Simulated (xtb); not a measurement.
xtb job for BiFBr₂, SMILES [F][Bi]([Br])[Br], GFN2-xTB. 

```
$ xtb mol.xyz --gfn 2 --sp --chrg 0 --uhf 0 --json
$ cat mol.xyz
4

Bi    -0.24872946     0.70934038     0.00000000
F      1.74277008     1.25042099     0.00000001
Br     0.07085163    -1.00184344    -1.87748848
Br     0.07085163    -1.00184344     1.87748847
```

Log of the run:

```
[banner left out]
          |                Calculation Setup                |
           -------------------------------------------------



           -------------------------------------------------
          |                 G F N 2 - x T B                 |
           -------------------------------------------------

        Reference                      10.1021/acs.jctc.8b01176
      * Hamiltonian:
        H0-scaling (s, p, d)           1.850000    2.230000    2.230000
        zeta-weighting                 0.500000
      * Dispersion:
        s8                             2.700000
        a1                             0.520000
        a2                             5.000000
        s9                             5.000000
      * Repulsion:
        kExp                           1.500000    1.000000
        rExp                           1.000000
      * Coulomb:
        alpha                          2.000000
        third order                    shell-resolved
        anisotropic                    true
        a3                             3.000000
        a5                             4.000000
        cn-shift                       1.200000
        cn-exp                         4.000000
        max-rad                        5.000000


          ...................................................
          :                      SETUP                      :
          :.................................................:
          :  # basis functions                  28          :
          :  # atomic orbitals                  26          :
          :  # shells                           10          :
          :  # electrons                        26          :
          :  max. iterations                   250          :
          :  Hamiltonian                  GFN2-xTB          :
          :  restarted?                      false          :
          :  GBSA solvation                  false          :
          :  PC potential                    false          :
          :  electronic temp.          300.0000000     K    :
          :  accuracy                    1.0000000          :
          :  -> integral cutoff          0.2500000E+02      :
          :  -> integral neglect         0.1000000E-07      :
          :  -> SCF convergence          0.1000000E-05 Eh   :
          :  -> wf. convergence          0.1000000E-03 e    :
          :  Broyden damping             0.4000000          :
          :  net charge                          0          :
          :  unpaired electrons                  0          :
          ...................................................

 iter      E             dE          RMSdq      gap      omega  full diag
   1    -15.3733470 -0.153733E+02  0.126E+01    5.16       0.0  T
   2    -15.3952928 -0.219457E-01  0.594E+00    5.88       1.0  T
   3    -15.3987258 -0.343303E-02  0.351E+00    5.53       1.0  T
   4    -15.4012920 -0.256616E-02  0.161E+00    5.66       1.0  T
   5    -15.4020432 -0.751258E-03  0.894E-01    5.65       1.0  T
   6    -15.4023702 -0.326977E-03  0.399E-01    5.70       1.0  T
   7    -15.4024105 -0.402930E-04  0.130E-01    5.71       1.0  T
   8    -15.4024118 -0.129116E-05  0.295E-02    5.70       1.7  T
   9    -15.4024124 -0.567466E-06  0.185E-02    5.71       2.7  T
  10    -15.4024124  0.102424E-07  0.887E-03    5.71       5.6  T
  11    -15.4024124 -0.118341E-07  0.767E-03    5.71       6.5  T
  12    -15.4024124 -0.518099E-07  0.907E-04    5.71      55.1  T
  13    -15.4024124 -0.867598E-09  0.624E-04    5.71      80.2  T

   *** convergence criteria satisfied after 13 iterations ***

         #    Occupation            Energy/Eh            Energy/eV
      -------------------------------------------------------------
         1        2.0000           -1.1414870             -31.0614
       ...           ...                  ...                  ...
         7        2.0000           -0.5023096             -13.6685
         8        2.0000           -0.4836785             -13.1616
         9        2.0000           -0.4740393             -12.8993
        10        2.0000           -0.4417745             -12.0213
        11        2.0000           -0.4380071             -11.9188
        12        2.0000           -0.4379253             -11.9166
        13        2.0000           -0.4368658             -11.8877 (HOMO)
        14                         -0.2271480              -6.1810 (LUMO)
        15                         -0.2139223              -5.8211
        16                         -0.2108723              -5.7381
        17                          0.0089891               0.2446
        18                          0.0112246               0.3054
       ...                                ...                  ...
        26                          0.3222213               8.7681
      -------------------------------------------------------------
                  HL-Gap            0.2097178 Eh            5.7067 eV
             Fermi-level           -0.3320069 Eh           -9.0344 eV

 SCC (total)                   0 d,  0 h,  0 min,  0.006 sec
 SCC setup                      ...        0 min,  0.000 sec (  1.588%)
 Dispersion                     ...        0 min,  0.000 sec (  0.449%)
 classical contributions        ...        0 min,  0.000 sec (  0.269%)
 integral evaluation            ...        0 min,  0.001 sec ( 18.780%)
 iterations                     ...        0 min,  0.003 sec ( 49.801%)
 molecular gradient             ...        0 min,  0.002 sec ( 27.285%)
 printout                       ...        0 min,  0.000 sec (  1.637%)

         :::::::::::::::::::::::::::::::::::::::::::::::::::::
         ::                     SUMMARY                     ::
         :::::::::::::::::::::::::::::::::::::::::::::::::::::
         :: total energy             -15.397136352428 Eh    ::
         :: gradient norm              0.000085146870 Eh/a0 ::
         :: HOMO-LUMO gap              5.706712201059 eV    ::
         ::.................................................::
         :: SCC energy               -15.402411688427 Eh    ::
         :: -> isotropic ES            0.088882089414 Eh    ::
         :: -> anisotropic ES          0.006306352675 Eh    ::
         :: -> anisotropic XC         -0.024161151951 Eh    ::
         :: -> dispersion             -0.004075124273 Eh    ::
         :: repulsion energy           0.005275335999 Eh    ::
         :: add. restraining           0.000000000000 Eh    ::
         :: total charge               0.000000000000 e     ::
         :::::::::::::::::::::::::::::::::::::::::::::::::::::

           -------------------------------------------------
          |                Property Printout                |
           -------------------------------------------------

    * Orbital Energies and Occupations

         #    Occupation            Energy/Eh            Energy/eV
      -------------------------------------------------------------
         1        2.0000           -1.1414870             -31.0614
         2        2.0000           -0.8576778             -23.3386
         3        2.0000           -0.8441576             -22.9707
         4        2.0000           -0.7728244             -21.0296
         5        2.0000           -0.5172553             -14.0752
         6        2.0000           -0.5116512             -13.9227
         7        2.0000           -0.5023096             -13.6685
         8        2.0000           -0.4836785             -13.1616
         9        2.0000           -0.4740393             -12.8993
        10        2.0000           -0.4417745             -12.0213
        11        2.0000           -0.4380071             -11.9188
Note: The following floating-point exceptions are signalling: IEEE_UNDERFLOW_FLAG IEEE_DENORMAL
normal termination of xtb
        12        2.0000           -0.4379253             -11.9166
        13        2.0000           -0.4368658             -11.8877 (HOMO)
        14                         -0.2271480              -6.1810 (LUMO)
        15                         -0.2139223              -5.8211
        16                         -0.2108723              -5.7381
        17                          0.0089891               0.2446
        18                          0.0112246               0.3054
        19                          0.0224507               0.6109
        20                          0.0286085               0.7785
        21                          0.0293739               0.7993
        22                          0.0296651               0.8072
        23                          0.0305954               0.8325
        24                          0.0651411               1.7726
       ...                                ...                  ...
        26                          0.3222213               8.7681
      -------------------------------------------------------------
                  HL-Gap            0.2097178 Eh            5.7067 eV
             Fermi-level           -0.3320069 Eh           -9.0344 eV

     #   Z          covCN         q      C6AA      α(0)
     1  83 Bi       2.400     0.969   434.357    40.119
     2   9 F        0.714    -0.447    14.144     4.441
     3  35 Br       0.849    -0.261   192.134    22.349
     4  35 Br       0.849    -0.261   192.134    22.349

 Mol. C6AA /au·bohr⁶  :       2701.841046
 Mol. C8AA /au·bohr⁸  :     228967.846514
 Mol. α(0) /au        :         89.256788


Wiberg/Mayer (AO) data.
largest (>0.10) Wiberg bond orders for each atom

 ---------------------------------------------------------------------------
     #   Z sym  total        # sym  WBO       # sym  WBO       # sym  WBO
 ---------------------------------------------------------------------------
     1  83 Bi   2.554 --     4 Br   0.891     3 Br   0.891     2 F    0.772
     2   9 F    0.861 --     1 Bi   0.772
     3  35 Br   0.985 --     1 Bi   0.891
     4  35 Br   0.985 --     1 Bi   0.891
 ---------------------------------------------------------------------------

Topologies differ in total number of bonds
Writing topology from bond orders to xtbtopo.mol

molecular dipole:
                 x           y           z       tot (Debye)
 q only:       -1.999       1.229       0.000
   full:       -2.138       2.937      -0.000       9.233
molecular quadrupole (traceless):
                xx          xy          yy          xz          yz          zz
 q only:       -0.052      -5.940       2.980      -0.000      -0.000      -2.927
  q+dip:        7.550      -7.461       4.819      -0.000       0.000     -12.368
   full:        6.717      -7.140       4.843      -0.000       0.000     -11.560


           -------------------------------------------------
          | TOTAL ENERGY              -15.397136352428 Eh   |
          | GRADIENT NORM               0.000085146870 Eh/α |
          | HOMO-LUMO GAP               5.706712201059 eV   |
           -------------------------------------------------

------------------------------------------------------------------------
------------------------------------------------------------------------
 total:
 SCF:
```

Self-consistency was reached.

Cost: around 0.03 core-seconds (rough).
